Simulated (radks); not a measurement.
The nuclear charge of the chromium ion Cr+ is varied continuously with 23 electrons held in [Ar] 3d5. All-electron calculation, scalar-relativistic Kohn-Sham, PBEsol, spin-polarised, spherical densities, finite nucleus; open shells are filled with parallel spins first; Fermi nuclear charge, rms radius 3.6452 fm. Program: a radial shooting solver on a logarithmic mesh with Libxc functionals. By the Hellmann-Feynman theorem dE/dZ = E(electron-nucleus)/Z, the electronic potential at the nucleus (averaged over a nucleus of fixed radius). The scalar-relativistic energy here is not variational (the density holds large components alone), so the two differ by a part that grows with Z.

Z     E (hartree)  E(electron-nucleus)/Z (hartree)  HOMO  e(HOMO) (eV)  <r> HOMO (bohr)
23.6  -1008.14320                         -101.871    3d        -6.393            1.540
23.8  -1028.64685                         -103.026    3d        -8.538            1.454
24    -1049.38162                         -104.178    3d       -10.915            1.380
24.2  -1070.34688                         -105.327    3d       -13.510            1.317
24.4  -1091.54211                         -106.473    3d       -16.312            1.262
24.6  -1112.96688                         -107.618    3d       -19.309            1.213
24.8  -1134.62086                         -108.761    3d       -22.493            1.169
25    -1156.50375                         -109.902    3d       -25.856            1.129

The central difference of E at Z = 24 is -104.250 hartree, to compare with the third column; the second derivative is -5.76 hartree.
